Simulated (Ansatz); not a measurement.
CH₇AlBNSi, SMILES `B/C=[N]\[AlH][SiH3]`. Charge 0, multiplicity 1.

```xyz
12

B     0.537    0.722    1.546
C     1.182    1.852    0.721
N     0.229    1.490   -0.005
Al   -1.077    0.223   -0.183
Si   -0.360   -1.741   -1.441
H    -0.272    1.002    2.386
H     0.990   -0.387    1.424
H     1.913    2.634    0.529
H    -2.530    0.730    0.168
H    -0.791   -2.993   -0.758
H     1.123   -1.773   -1.572
H    -0.944   -1.761   -2.813
```

(1) Give the diagnostics of a CCSD(T)/def2-TZVPP run (frozen core, Ansatz 0.2.0). (Estimate.)

Results:

(1) Ansatz gave: T1 = 0.0162, largest single amplitude 0.024, largest double 0.035, (T) share of the correlation energy 4.3 %, 10 CCSD cycles. The RHF solution is stable towards an unrestricted one. T1 lies under the customary mark of 0.02 for closed shells.
